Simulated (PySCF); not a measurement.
MS anions for M along group 15

CCSD(T) with double-zeta basis sets in PySCF, for the lowest determinant that a PBE0 search found; no spin–orbit coupling. De refers to high-spin ground-configuration atoms (the charge goes to the atom of lower measured ionisation energy or higher electron affinity, which is not always the lowest computed limit).

```tsv
M	basis	reference, frozen orbitals	charged atom	state (unpaired electrons)	Re (Å)	ωe (cm⁻¹)	De (eV)
N	aug-cc-pV(D+d)Z/aug-cc-pVDZ	ROHF, 6	S−	triplet (π ↑↑)	1.623	888	n/a
P	def2-SVPD	UHF, 10	S−	triplet (π ↑↑)	2.052	571	n/a
Bi	aug-cc-pVDZ-PP/aug-cc-pV(D+d)Z	UHF, 9	S−	triplet (π ↑↑)	2.460	354	n/a
```

The shortest bond is that of SN⁻ (1.623 Å), the longest that of BiS⁻ (2.460 Å).

The rows differ in basis set, which adds steps of its own.

Down a group the atoms grow and get heavier, so bonds lengthen and wavenumbers fall; this series shows no clear exception.

Correlated steps freeze the inner cores (6 to 10 orbitals); shallow outer-core shells are correlated. UHF and ROHF references stand side by side, which adds small steps between rows. Spin–orbit coupling is left out, which matters for elements this heavy, above all for dissociation energies. The CCSD T1 diagnostic is raised in SN⁻, a sign that a single reference may not be enough there. States were picked by a PBE0 search and need not be the measured ground states.
